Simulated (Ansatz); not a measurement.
AuS, multiplicity 2 (lowest of 2S+1 = 2, 4 at CCSD(T)/def2-TZVPP on PBE0 minima; our sources give no spin for the ground state, which may be another), most abundant isotopes (196.9666 and 31.9721 u). Constants from fifth-degree fits in 1/R to seven points on the lowest solution found; no spin–orbit coupling, no relativity up to Kr; ω_e x_e and α_e move by some per cent with the fit.

Correlated levels freeze the inner cores; with def2 sets outer-core shells near the valence are correlated too. CBS(a, b) extrapolates the correlation energy as X⁻³ and adds the Hartree–Fock energy of set b.

Programs: Ansatz (a first-principles code).  In def2 rows elements past Kr take small-core potentials, without spin–orbit coupling.

| level | r_e (Å) | ω_e (cm⁻¹) | ω_e x_e (cm⁻¹) | α_e (cm⁻¹) |
|---|---|---|---|---|
| PBE/def2-TZVPP | 2.1852 | 394.2 | 1.58 | 0.000658 |
| CCSD(T)/CBS(def2-TZVPP, def2-QZVPP) | 2.1664 | 406.0 | 1.52 | 0.000652 |

### Question
Derive the rotational constants, the centrifugal constant, the fundamental, the zero-point energy and the force constant.

### Answer

μ = 27.50706 u.
- PBE/def2-TZVPP: B_e = 16.8576/(μ r_e²) = 0.12835 cm⁻¹; B₀ = B_e − α_e/2 = 0.12802 cm⁻¹; D = 4B_e³/ω_e² = 5.44e-08 cm⁻¹; fundamental ω_e − 2ω_e x_e = 391 cm⁻¹; zero-point energy ω_e/2 − ω_e x_e/4 = 197 cm⁻¹; k = μ(2πcω_e)² = 252 N/m
- CCSD(T)/CBS(def2-TZVPP, def2-QZVPP): B_e = 16.8576/(μ r_e²) = 0.13058 cm⁻¹; B₀ = B_e − α_e/2 = 0.13025 cm⁻¹; D = 4B_e³/ω_e² = 5.40e-08 cm⁻¹; fundamental ω_e − 2ω_e x_e = 403 cm⁻¹; zero-point energy ω_e/2 − ω_e x_e/4 = 203 cm⁻¹; k = μ(2πcω_e)² = 267 N/m
